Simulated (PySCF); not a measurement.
CClF2, SMILES F[C](F)Cl (connectivity only; charge and spin as stated), charge +1, multiplicity 1. Atoms are numbered in the order given.

```xyz
4

F      0.0000     1.0592    -1.0414
C      0.0000     0.0000    -0.3777
F      0.0000    -1.0592    -1.0414
Cl     0.0000     0.0000     1.2360
```
Charge +1, spin multiplicity 1.

The structure is a stationary point at ωB97X-D3(BJ)/def2-TZVP. The multiplicity is an assumed one; other spin states were not compared. The isomer is the one that the SMILES or the coordinates give; other isomers of the formula were not compared.

These are SMD-M06-2X/def2-SVP (PySCF) values and carry that method's errors.

Solvation free energies are E(SMD) − E(gas) at the gas-phase geometry, for 1 M in both phases.

### Question
Rank water, chlorobenzene, acetonitrile by solvation free energy, most negative first.

### Answer
acetonitrile (-63.6 kcal/mol), water (-62.2 kcal/mol), chlorobenzene (-53.7 kcal/mol)
